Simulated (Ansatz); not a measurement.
Reaction: BH3 (borane, SMILES B) → BH3+ (parent SMILES B, doublet) + e-
Each species at its own B3LYP-D3(BJ)/def2-TZVP minimum (Ansatz, a quantum-chemistry and plane-wave program).

Wanted: adiabatic ionisation energy (electronic), in eV. UHF or UKS for unpaired electrons; spin-orbit terms are left out. CBS(X,Y): correlation extrapolated as X^-3, Hartree-Fock from the larger set (Q,5: extrapolated as (X+1)exp(-9√X)). A bracket is a step between two methods taken in the basis named. Functionals run without relativity, which enters their misses. 'core' is core correlation in cc-pwCVTZ, 'X2C' scalar relativity in cc-pVTZ-DK, both at CCSD(T). Full CI freezes restricted core orbitals, also for open shells; the composite that ends in it estimates full CI at the basis-set limit. The spin of H3B+ (parent SMILES B, doublet) was assumed, and the state is the lowest solution found for it.

CCSD(T)/CBS(cc-pVQZ,cc-pV5Z) + [CCSDT(Q) - CCSD(T)]/cc-pVQZ + [FCI - CCSDT(Q)]/cc-pVDZ + core + X2C (Ansatz) gives 12.15 eV.

Question: How far off this value is PBE/def2-TZVPD (Ansatz), in which direction, and which of these levels come nearer: r2SCAN/def2-TZVPD, B3LYP/def2-TZVPD, PBE0/def2-TZVPD, wB97M-V/def2-TZVPD, CCSD(T)/CBS(cc-pVQZ,cc-pV5Z) + core + X2C?

Answer: PBE gives 11.80 eV, 0.35 eV below it. Differences of the others: r2SCAN/def2-TZVPD (Ansatz) -0.32; B3LYP/def2-TZVPD (Ansatz) -0.11; PBE0/def2-TZVPD (Ansatz) -0.27; wB97M-V/def2-TZVPD (Ansatz) -0.15; CCSD(T)/CBS(cc-pVQZ,cc-pV5Z) + core + X2C (Ansatz) 0.00 eV. Nearer than PBE: r2SCAN/def2-TZVPD, B3LYP/def2-TZVPD, PBE0/def2-TZVPD, wB97M-V/def2-TZVPD, CCSD(T)/CBS(cc-pVQZ,cc-pV5Z) + core + X2C.
